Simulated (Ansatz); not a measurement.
Compare A (`C[SiH](F)BS`) with its isomer B (`BSC(F)[SiH3]`).

Isolated molecules relaxed with PBE0-D4/def2-TZVP in Ansatz; ΔE leaves out vibrations. CBS: MP2 limit from def2 TZ/QZ plus the TZ coupled-cluster correction, frozen cores. Functionals use def2-TZVPP. B3LYP here is the variant with VWN-RPA as its local correlation; programs differ in this. One conformer a species, not always the lowest.

Question: Which is lower in electronic energy at CCSD(T)/CBS, and by how much? (Best estimate.)

Answer: Computed: A, by 279.6 kJ/mol.

Question: Give E(B) − E(A) in kJ/mol with CCSD(T)/def2-TZVPP, BLYP-D4, B3LYP-D4, PBE0-D4, CCSD(T)/def2-SVP, CCSD/def2-TZVPP, MP2/def2-TZVPP. (Estimate.)

Answer: Ansatz gave: CCSD(T)/def2-TZVPP 277.0, BLYP-D4 259.9, B3LYP-D4 269.1, PBE0-D4 272.7, CCSD(T)/def2-SVP 260.1, CCSD/def2-TZVPP 280.2, MP2/def2-TZVPP 282.9. None reverses the order clearly.

Question: Does the order hold for the free energy at 298.15 K (harmonic terms from PBE0-D4)? (Best estimate.)

Answer: The calculation gave: Yes: G(B) − G(A) = +271.5 kJ/mol, for one conformer each. Modes under 60 cm⁻¹, often nearly free rotors, make the harmonic entropy too high.

Largest T1 diagnostic: 0.014.

From r2SCAN to r2SCAN0 (25 % exact exchange), in def2-TZVPP and without D4, E(B) − E(A) moves by +5.1 kJ/mol. At CCSD(T), def2-SVP lies −19.5 kJ/mol from the extrapolated value and def2-TZVPP −2.7 kJ/mol.
